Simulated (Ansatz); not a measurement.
A nudged elastic band was laid between two geometries of C3H8FNSn (14 atoms, charge 0, multiplicity 1).

Computed with Ansatz, RKS BHLYP-D4/def2-SVP.

- movable images: 7
- climbing image: yes
- spring: 5.0 eV/Å²
- optimiser: quadratic models (default)
- start path: IDPP
- force threshold: 0.05 eV/Å
- iteration limit: 39
- end points: relaxed

Image 0:

```xyz
14
Properties=species:S:1:pos:R:3
C -1.536 -1.337 1.743
N -0.907 -1.394 0.657
Sn 0.113 0.246 -0.035
C -0.803 0.980 -1.813
C 2.210 -0.132 -0.012
F -0.226 1.571 1.352
H -1.596 -0.450 2.392
H -2.081 -2.219 2.110
H -0.779 0.208 -2.584
H -1.841 1.237 -1.596
H -0.279 1.866 -2.174
H 2.437 -0.984 -0.655
H 2.759 0.743 -0.364
H 2.516 -0.363 1.010
```

Image 8:

```xyz
14
Properties=species:S:1:pos:R:3
C -1.401 -0.872 2.113
N -0.822 -1.196 1.046
Sn 0.103 0.229 -0.103
C -0.925 0.457 -1.955
C 2.210 -0.083 -0.104
F -0.214 1.862 0.911
H -1.463 0.152 2.511
H -1.896 -1.640 2.726
H -0.880 -0.477 -2.518
H -1.969 0.702 -1.752
H -0.474 1.256 -2.546
H 2.713 0.729 -0.633
H 2.564 -0.117 0.927
H 2.443 -1.030 -0.594
```

(1) What changes between the two ends?

(2) Give the energies along the band, and the barrier.

(3) What is the geometry of the highest image?

Answers

(1) No bond is made or broken. The dihedral F6–Sn3–C5–H12 goes from 171 to -64°. The two ends are copies of one structure, up to a mirror image or an exchange of like atoms.

(2) The forces met the threshold. The highest image is number 2 of 0 to 8, 0.000 eV above the ends, which have the same energy within 2 meV. The top lies less than 8 meV above the higher end, about what the thresholds resolve: that end is a shoulder or a very shallow well. A vibrational analysis at the climbing image gives no mode beyond 40i cm⁻¹: the surface is too flat there to confirm a saddle point.

```
image  path coordinate (Å)  energy (eV)  dihedral F6–Sn3–C5–H12 (°)
    0                 0.00        0.000                         171
    1                 0.47        0.000                        -174
    2                 0.94        0.000                        -158
    3                 1.40        0.000                        -142
    4                 1.87        0.000                        -126
    5                 2.34        0.000                        -111
    6                 2.81        0.000                         -95
    7                 3.28        0.000                         -79
    8                 3.75        0.000                         -64
```

(3) 
```xyz
14
Properties=species:S:1:pos:R:3
C -1.504 -1.118 1.919
N -0.889 -1.315 0.842
Sn 0.111 0.230 -0.066
C -0.837 0.742 -1.905
C 2.213 -0.119 -0.035
F -0.214 1.712 1.155
H -1.563 -0.153 2.445
H -2.037 -1.949 2.404
H -0.816 -0.117 -2.578
H -1.874 1.013 -1.704
H -0.327 1.583 -2.375
H 2.528 -0.639 -0.941
H 2.740 0.834 0.035
H 2.457 -0.734 0.832
```

The run took 4.6 min on 2 threads of Arm Neoverse V1, on a shared host, peak memory 0.41 GiB.
